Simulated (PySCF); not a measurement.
**Telling isomers of C7H10ClNSi apart by NMR**

[PySCF: structure optimised with GFN2-xTB; GIAO PBE0/pcSseg-1 shieldings; averaged over atoms made equivalent by symmetry, fast rotation or ring inversion; no relativistic terms; single conformer; in vacuum]

Chemical shifts δ = σref − σ; 1H (σref 31.72) and 13C (σref 186.93) against TMS, all at this level. Where no couplings were computed, multiplicities follow the n + 1 count of equivalent neighbours, and m marks all less simple cases (inequivalent or close neighbours, rings, F or P nearby). Shifts are as computed. Against solution values, carbons near 30 ppm lie about +3 ppm off and those near 130 ppm about +5 ppm; carbons on Cl a further +6 ppm. Of 1309 compounds with measured shifts, 239 miss one by over three times the rms of a fit or turn the order of signals round; such compounds aren't used in these exercises. Carbons bonded to Cl come out too deshielded.

(1) Tabulate the signals of `C=N[Si@@](Cl)(C#CC)C(=C)C`, `Cc1ccc([SiH2]CCl)nc1` and their relative energies.

(2) What is the quickest way to tell C=N[Si@@](Cl)(C#CC)C(=C)C from Cc1ccc([SiH2]CCl)nc1?

Results:

(1) 
```tsv
SMILES	carbon types	δC	δH	E rel. (kcal/mol)
C=N[Si@@](Cl)(C#CC)C(=C)C	3×C 2×CH2 2×CH3	174.1, 150.9, 134.6, 113.5, 82.7, 24.6, 5.7	8.76 (m, 1H), 8.74 (m, 1H), 6.06 (br s, 1H), 5.55 (br s, 1H), 2.11 (s, 3H), 2.09 (s, 3H)	12.4
Cc1ccc([SiH2]CCl)nc1	2×C 3×CH 1×CH2 1×CH3	163.0, 155.8, 140.2, 138.7, 136.1, 29.8, 21.1	8.84 (s, 1H), 7.71 (m, 1H), 7.62 (m, 1H), 4.81 (t, 2H), 3.64 (t, 2H), 2.45 (s, 3H)	0.0
```

Energies are electronic energies at PBE0/pcSseg-1 on these geometries, without zero-point or thermal terms, each for the one conformer computed, which needn't be the lowest.

(2) Both give the same number of carbon signals, but DEPT or the intensities differ. The first has a C=N carbon (CH2) at 174.1 ppm, the second an aromatic CH next to a ring nitrogen at 155.8 ppm. Their most deshielded carbons lie at 174.1 and 163.0 ppm.
